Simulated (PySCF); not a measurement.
Job file and geometry (Å, from GFN2-xTB) of an NMR shielding run on `[SiH2]1C(C=C)=CCC=CC1`, C8H12Si, GIAO PBE0/pcSseg-1 NMR shielding, non-relativistic, gas phase (PySCF); density fitting, a coarse starting grid and PySCF grid level 2 are the driver's defaults:

```
$ OMP_NUM_THREADS=1 python probes_run.py task.json out

{"job": {"kind": "nmr", "xc": "PBE0", "basis": "pcSseg-1"}, "charge": 0, "multiplicity": 1}
C      3.139832     1.087080     0.129418
C      2.452421    -0.046062     0.061930
C      1.014633    -0.163212    -0.134952
C      0.501354    -1.394784    -0.271636
C     -0.941025    -1.745392    -0.496999
C     -1.810384    -1.277420     0.637620
C     -2.231367    -0.026246     0.750846
C     -1.885594     1.039930    -0.229305
Si    -0.017164     1.422384    -0.149456
H      2.666476     2.049463     0.044765
H      4.207462     1.089631     0.271669
H      2.987801    -0.986489     0.144116
H      1.173885    -2.245518    -0.213419
H     -1.035131    -2.826473    -0.609743
H     -1.281671    -1.278192    -1.426201
H     -2.068473    -2.016398     1.382408
H     -2.831398     0.264916     1.601961
H     -2.139431     0.711314    -1.238702
H     -2.463132     1.941109    -0.033242
H      0.324251     2.251029    -1.317591
H      0.227734     2.166273     1.096042
```

Question: What does the program print?

Answer: 
```
coarse grid: 17752 points
cycle   1  E = -600.8398921136  dE =  1.166e+00  |g| = 4.589e-01  |ddm| = 4.263e+00
cycle   2  E = -600.8356097396  dE =  4.282e-03  |g| = 4.847e-01  |ddm| = 9.493e-01
cycle   3  E = -600.8977356144  dE = -6.213e-02  |g| = 6.508e-02  |ddm| = 5.441e-01
cycle   4  E = -600.8983400681  dE = -6.045e-04  |g| = 4.299e-02  |ddm| = 9.390e-02
cycle   5  E = -600.8987906053  dE = -4.505e-04  |g| = 1.088e-02  |ddm| = 4.578e-02
cycle   6  E = -600.8988192154  dE = -2.861e-05  |g| = 3.523e-03  |ddm| = 1.550e-02
cycle   7  E = -600.8988223530  dE = -3.138e-06  |g| = 9.381e-04  |ddm| = 3.685e-03
final grid: 166056 points
cycle   8  E = -600.9539892333  dE = -5.083e-05  |g| = 8.463e-03  |ddm| = 4.322e-02
cycle   9  E = -600.9539853982  dE =  3.835e-06  |g| = 9.337e-03  |ddm| = 1.725e-02
cycle  10  E = -600.9540084522  dE = -2.305e-05  |g| = 8.349e-04  |ddm| = 9.560e-03
cycle  11  E = -600.9540086017  dE = -1.496e-07  |g| = 3.330e-04  |ddm| = 1.240e-03
cycle  12  E = -600.9540086290  dE = -2.728e-08  |g| = 9.394e-05  |ddm| = 3.624e-04
cycle  13  E = -600.9540086310  dE = -1.937e-09  |g| = 3.027e-05  |ddm| = 1.054e-04
cycle  14  E = -600.9540086312  dE = -2.185e-10  |g| = 6.866e-06  |ddm| = 3.236e-05
converged SCF energy = -600.9540086312

GIAO shielding tensors (ppm)
atom      isotropic    diamagn.    paramagn.     s11        s22        s33       span
  0 C       68.083     255.942    -187.859    -36.022     74.839    165.432    201.454
  1 C       34.432     250.672    -216.240    -75.564     43.787    135.073    210.637
  2 C       45.224     260.909    -215.686    -55.374     32.396    158.649    214.023
  3 C       28.182     253.690    -225.507    -82.121     26.450    140.218    222.339
  4 C      155.044     250.118     -95.074    134.582    159.354    171.197     36.616
  5 C       47.523     255.964    -208.441    -70.904     61.337    152.137    223.041
  6 C       52.014     256.460    -204.446    -58.416     57.156    157.302    215.719
  7 C      173.146     254.934     -81.789    158.603    174.053    186.780     28.177
  8 Si     419.415     882.479    -463.064    396.588    418.032    443.624     47.036
  9 H       26.386      32.819      -6.433     23.911     24.475     30.772      6.860
 10 H       26.441      27.498      -1.057     24.661     25.156     29.508      4.846
 11 H       25.130      30.736      -5.606     23.218     23.750     28.423      5.205
 12 H       24.695      33.822      -9.127     22.441     23.779     27.864      5.423
 13 H       29.065      30.520      -1.456     24.896     27.372     34.926     10.029
 14 H       28.356      31.683      -3.327     25.393     28.031     31.646      6.253
 15 H       25.478      31.166      -5.687     22.792     25.884     27.760      4.968
 16 H       25.495      30.870      -5.375     22.989     26.266     27.231      4.241
 17 H       29.482      31.686      -2.204     25.504     28.221     34.720      9.215
 18 H       29.981      30.358      -0.376     25.652     27.600     36.691     11.039
 19 H       27.156      30.435      -3.279     23.513     25.811     32.143      8.630
 20 H       27.328      30.903      -3.575     23.281     26.565     32.138      8.857
```

Question: Turn these shieldings into chemical shifts. δ = σ(ref) − σ, references computed at the same level: $^{13}$C (186.93 ppm), $^{29}$Si (349.16 ppm), $^{1}$H (31.72 ppm) vs TMS.

Answer: Averaging equivalent atoms: C 3: 158.7; C 1: 152.5; C 2: 141.7; C 5: 139.4; C 6: 134.9; C 0: 118.8; C 4: 31.9; C 7: 13.8; Si 8: -70.3; H 12: 7.02; H 11: 6.59; H 15: 6.24; H 16: 6.22; H 9: 5.33; H 10: 5.28; H 19/20: 4.48; H 13/14: 3.01; H 17/18: 1.99 ppm. 

Size and cost of the density-fitted run: 220 basis functions, 86 s wall time on 1 thread of an Arm Neoverse N1, shared host; peak memory 1.1 GiB.
